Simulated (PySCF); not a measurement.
Geometry:
| atom | x (Å) | y (Å) | z (Å) |
| --- | --- | --- | --- |
| N1 | 4.424 | -0.281 | -0.489 |
| C2 | 3.478 | 0.365 | -0.466 |
| Si3 | 1.908 | 1.391 | -0.416 |
| O4 | 0.611 | 0.445 | -0.574 |
| C5 | 0.145 | -0.640 | 0.179 |
| C6 | -1.177 | -1.144 | -0.403 |
| C7 | -2.244 | -0.105 | -0.286 |
| N8 | -3.311 | -0.361 | 0.317 |
| H9 | 1.797 | 2.196 | -1.619 |
| H10 | 1.968 | 2.087 | 0.872 |
| H11 | 0.889 | -1.445 | 0.157 |
| H12 | 0.000 | -0.334 | 1.222 |
| H13 | -1.024 | -1.374 | -1.460 |
| H14 | -1.491 | -2.045 | 0.122 |
| H15 | -1.991 | 0.857 | -0.753 |
| H16 | -3.990 | 0.397 | 0.358 |

[PySCF: NMR shieldings at PBE0/pcSseg-1/GIAO; GFN2-xTB geometry; isolated molecule; rapidly exchanging positions averaged; relativity neglected; single conformer]

Shifts are taken against calculated references (same method and geometry level): 13C, 1H, 29Si against TMS; NH3 for 15N; 17O vs H2O.

```csv
atoms,nucleus,count,Hirshfeld charge,δ (ppm)
H13/H14,1H,2,0.05,2.61
O4,17O,1,-0.21,?
H11/H12,1H,2,0.04,4.21
C2,13C,1,-0.04,124.2
H15,1H,1,0.04,?
H9/H10,1H,2,-0.06,?
C6,13C,1,-0.08,47.0
N8,15N,1,-0.23,?
C5,13C,1,0.02,67.1
N1,15N,1,-0.19,362.8
Si3,29Si,1,0.45,-57.7
H16,1H,1,0.11,11.18
C7,13C,1,0.05,175.7
```

Problem. Complete the table.

Solution. 
- H15: 8.72 ppm, hydrogen on a carbon bonded to C, N
- H9/H10: 4.97 ppm, hydrogen on a silicon bonded to C, O
- N8: 365.7 ppm, nitrogen bonded to C, H
- O4: 28.1 ppm, oxygen bonded to C, Si

OH/NH shifts are gas-phase values; hydrogen bonding in solution moves them, usually downfield. Shifts are as computed. Against solution values, carbons near 30 ppm lie about +3 ppm off and those near 130 ppm about +5 ppm. Of 1211 compounds with measured shifts, 218 miss one by over three times the rms of a fit or turn the order of signals round; such compounds aren't used in these exercises. Experimental scales use liquid or dissolved standards, which lie at an offset from isolated NH3 (liquid NH3: subtract about 20 ppm) and H2O (liquid H2O: subtract about 36 ppm). Unscaled 15N shifts of sp2 nitrogen come out 20 to 40 ppm too high even then.
